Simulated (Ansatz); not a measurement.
Energy needed to pull apart CH₂AlFSi, closed shell, into free ground-state atoms, from the structure below (displaced at random from a GFN2-xTB minimum); no zero-point or spin–orbit terms; open-shell atoms are treated unrestricted, in their ground-state multiplicity.

| atom | x (Å) | y (Å) | z (Å) |
| --- | --- | --- | --- |
| F1 | 1.7074 | -2.2676 | 0.4432 |
| Si2 | 0.8744 | -1.3712 | 0.5826 |
| C3 | -0.2153 | 0.0348 | 1.3502 |
| Al4 | -0.6198 | 0.8474 | -0.4070 |
| H5 | -0.1795 | 0.5753 | -1.6070 |
| H6 | -1.6493 | 1.9381 | -0.5273 |

Program: Ansatz 0.2.0. Basis: def2-TZVPP. Cores are frozen in the correlated methods.

| method | atomization energy (kJ/mol) |
| --- | --- |
| PBE-D4 | 1239 |
| BLYP-D4 | 1199 |
| r2SCAN-D4 | 1224 |
| PBE0-D4 | 1185 |
| CAM-B3LYP-D4 | 1182 |
| wB97M-V | ? |
| HF | 596 |
| MP2 | ? |
| CCSD | 1108 |
| CCSD(T) | 1168 |

What does MP2 give? (Judge from chemistry; the value comes from the calculation.)

Computed: 1225 kJ/mol, which is about 57 kJ/mol more than CCSD(T)/def2-TZVPP.

What does wB97M-V give? (Judge from chemistry; the value comes from the calculation.)

Computed: 1201 kJ/mol, which is about 34 kJ/mol more than CCSD(T)/def2-TZVPP.

In triple zeta the MP2 and coupled-cluster atomization energies are still short of their basis limit by a few kcal/mol a bond, whereas those of the functionals are nearly converged, so these differences are not deviations from converged CCSD(T).

The T1 diagnostic stays at or below 0.026. The T1 diagnostic is large here, which may signal multireference character or strong orbital relaxation, so CCSD(T) is less sure. The restricted Hartree–Fock reference is unstable towards an unrestricted one here.

For scale, one of the runs: CCSD(T)/def2-TZVPP forces, 174 basis functions, launched by `ansatz run in.yaml --threads 4 --pin off --events-out ev --progress --plain --max-ram 5222MiB`. The run took 2.5 min on 4 CPU threads of an Arm Neoverse N1 (shared host), with 2.8 GiB of host memory at its peak.
